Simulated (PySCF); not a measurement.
Compound: C3H11NOSi.
Structure used (PBE0-D3(BJ)/def2-SVP), in Å, numbered top down from 1:
```
atom  x, y, z in Å
C1    -1.5688   -1.3335    0.2768
C2    -0.9216    0.0159    0.0149
C3    -1.5540    0.7485   -1.1536
O4     0.4521   -0.1586   -0.2615
Si5    1.7210    0.0044    0.8086
N6     3.0748    0.8287    0.1504
H7    -2.6447   -1.2272    0.4835
H8    -1.4430   -1.9872   -0.6002
H9    -1.1004   -1.8296    1.1406
H10   -1.0361    0.6409    0.9249
H11   -2.6252    0.9289   -0.9769
H12   -1.4455    0.1550   -2.0746
H13   -1.0582    1.7173   -1.3120
H14    1.1780    0.7594    1.9817
H15    2.2338   -1.3370    1.2117
H16    3.7484    0.3066   -0.3983
H17    2.9889    1.7784   -0.1946
```

Level: wB97X-D/def2-SVPD in PySCF, non-relativistic, on one gas-phase PBE0-D3(BJ)/def2-SVP geometry that isn't relaxed in the solvent. The solvent is an IEF-PCM continuum (cavity from Bondi-type radii × 1.2), and excitations are vertical TDDFT with non-equilibrium linear response and a frozen core. Only the electrostatic response of the medium enters.

Gas-phase singlets (H = HOMO, L = LUMO):

```
state  E (eV)  λ (nm)      f  leading configurations
   S1   6.990     177  0.051      H→L 72%, H-1→L 14%
   S2   7.799     159  0.031      H-1→L 46%, H→L 13%
   S3   7.965     156  0.006  H→L+1 46%, H-1→L+1 16%
   S4   8.296     149  0.000    H→L+2 24%, H-2→L 20%
   S5   8.453     147  0.038    H-2→L 39%, H→L+2 30%
```

Question: Give the list for chloroform (ε = 4.711), n² = 2.09.

Answer: 
| state | E (eV) | λ (nm) | f | leading configurations | change by rank (eV) |
| --- | --- | --- | --- | --- | --- |
| S1 | 7.087 | 175 | 0.074 | H→L 73%, H-1→L 10% | +0.097 |
| S2 | 7.842 | 158 | 0.043 | H-1→L 35%, H→L+1 15% | +0.043 |
| S3 | 8.026 | 154 | 0.013 | H→L+1 34%, H-1→L 23% | +0.061 |
| S4 | 8.296 | 149 | 0.001 | H→L+2 42%, H-1→L+1 11% | 0.000 |
| S5 | 8.482 | 146 | 0.063 | H-2→L 32%, H→L+2 20% | +0.029 |

Question: The ground-state energy changes by -0.142 eV from gas to chloroform. By how much does the total energy of gas-phase S1 change?

Answer: E(S1) = E(S0) + excitation energy, so it changes by -0.142 + 0.097 = -0.045 eV: it is lowered less than the ground state, which is what a blue shift means. This is the vertical state, with the slow part of the continuum still set for S0.

Question: How do the frontier levels move from gas to chloroform?

Answer: 
| orbital | gas (eV) | solvent (eV) | change (eV) | Löwdin shares, gas | Löwdin shares, solvent |
| --- | --- | --- | --- | --- | --- |
| LUMO+2 | 2.96 | 2.94 | -0.02 | Si5 35 %, H14 12 %, H15 12 %, O4 8 % | Si5 38 %, H14 14 %, H15 14 %, O4 9 % |
| LUMO+1 | 2.52 | 2.61 | +0.09 | C1 18 %, C3 10 %, H9 9 %, Si5 8 % | C1 18 %, Si5 10 %, C3 9 %, H9 9 % |
| LUMO | 2.14 | 2.25 | +0.11 | Si5 34 %, H16 11 %, H17 11 %, N6 11 % | Si5 37 %, N6 10 %, H16 9 %, H17 8 % |
| HOMO | -9.50 | -9.50 | 0.00 | N6 40 %, O4 26 %, Si5 8 %, C1 5 % | N6 43 %, O4 24 %, Si5 8 %, C1 4 % |
| HOMO-1 | -10.07 | -10.08 | -0.01 | N6 29 %, O4 29 %, Si5 11 %, C2 6 % | O4 30 %, N6 27 %, Si5 11 %, C2 7 % |
| HOMO-2 | -10.40 | -10.42 | -0.02 | O4 44 %, C2 16 %, H10 10 %, C3 8 % | O4 41 %, C2 18 %, H10 11 %, C3 8 % |
| HOMO-3 | -11.21 | -11.20 | +0.01 | Si5 25 %, H14 19 %, H15 12 %, C2 10 % | Si5 25 %, H14 20 %, H15 12 %, C2 9 % |

The HOMO–LUMO gap goes from 11.64 to 11.75 eV.

wB97X-D is run here without its empirical dispersion term; that term would change no orbital, density or response property at a fixed geometry.
